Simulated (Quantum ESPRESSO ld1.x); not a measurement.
Q: Lu+, 70 electrons, occupied as [Xe] 4f14 5d2 (not the ground configuration). All-electron calculation, Dirac Kohn-Sham, BLYP, spin-unpolarised, spherical densities, point nucleus; open shells fill j = l - 1/2 first. Program: ld1.x of Quantum ESPRESSO 7.5. Some entries of the table are withheld. Estimate them.

orbital  occ.  eigenvalue (eV)  <1/r> (bohr^-1)  <r> (bohr)
1s1/2       2         -63176.1            82.25         (1)
2s1/2       2         -10751.2            19.89     0.08123
2p1/2       2         -10261.3            19.86     0.06740
2p3/2       4         -9143.34            16.96     0.07501
3s1/2       2         -2439.76            7.293      0.2121
3p1/2       2         -2223.24            7.208      0.2020
3p3/2       4         -1984.80            6.463      0.2162
3d3/2       4         -1617.52              (2)      0.1898
3d5/2       6         -1565.47              (3)      0.1942
4s1/2       2         -489.206            3.055      0.4778
4p1/2       2              (4)            2.944      0.4849
4p3/2       4              (5)            2.684      0.5176
4d3/2       4         -201.996            2.463      0.5408
4d5/2       6         -192.083            2.399      0.5523
5s1/2       2         -65.4892            1.141       1.174
5p1/2       2         -41.2375              (6)       1.322
5p3/2       4         -34.4170              (7)       1.440
4f5/2       6         -15.0330            1.843         (8)
4f7/2       8         -13.5111            1.810         (9)
5d3/2       2          -6.9130           0.5061       2.622
5d5/2       0          -6.5746           0.4849       2.731

A: 
(1) 1s1/2 <r> (bohr): 0.01932
(2) 3d3/2 <1/r> (bohr^-1): 6.353
(3) 3d5/2 <1/r> (bohr^-1): 6.174
(4) 4p1/2 eigenvalue (eV): -401.089
(5) 4p3/2 eigenvalue (eV): -346.784
(6) 5p1/2 <1/r> (bohr^-1): 1.002
(7) 5p3/2 <1/r> (bohr^-1): 0.9078
(8) 4f5/2 <r> (bohr): 0.7182
(9) 4f7/2 <r> (bohr): 0.7351
